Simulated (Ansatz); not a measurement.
One change: `[OH][Sn]([OH])([F])[F]` becomes `[OH][Sn]([F])([F])[F]`.

Ansatz, PBE0-D4/def2-TZVP geometries, multiplicity 1. Each molecule was computed in one conformer, which needn't be the lowest.

Elements past krypton have def2 core potentials.

```tsv
property	`[OH][Sn]([OH])([F])[F]`
HOMO–LUMO gap (PBE/def2-TZVPP) / eV	4.74
HOMO–LUMO gap (PBE0/def2-TZVPP) / eV	7.57
LUMO energy (PBE/def2-TZVPP) / eV	-3.48
HOMO energy (PBE/def2-TZVPP) / eV	-8.22
LUMO energy (ωB97M-V/def2-TZVPP) / eV	-0.42
HOMO energy (B3LYP/def2-TZVPP) / eV	-9.77
```

Problem. Give the same properties after the change, and the shifts. (Best estimate.)

Solution. Computed: 
| property | `[OH][Sn]([F])([F])[F]` | shift |
| --- | --- | --- |
| HOMO–LUMO gap (PBE/def2-TZVPP) / eV | 4.60 | -0.14 |
| HOMO–LUMO gap (PBE0/def2-TZVPP) / eV | 7.46 | -0.11 |
| LUMO energy (PBE/def2-TZVPP) / eV | -4.02 | -0.54 |
| HOMO energy (PBE/def2-TZVPP) / eV | -8.62 | -0.40 |
| LUMO energy (ωB97M-V/def2-TZVPP) / eV | -0.89 | -0.47 |
| HOMO energy (B3LYP/def2-TZVPP) / eV | -10.19 | -0.42 |

With PBE0 the HOMO falls by 0.43 eV and the LUMO falls by 0.54 eV, so the gap narrows by about 0.11 eV. PBE moves the HOMO by -0.40 eV and ωB97M-V by -0.41 eV. The zero-point energy changes by -29.8 kJ/mol with -3 modes.

B3LYP here is the variant with VWN-RPA as its local correlation; programs differ in this.
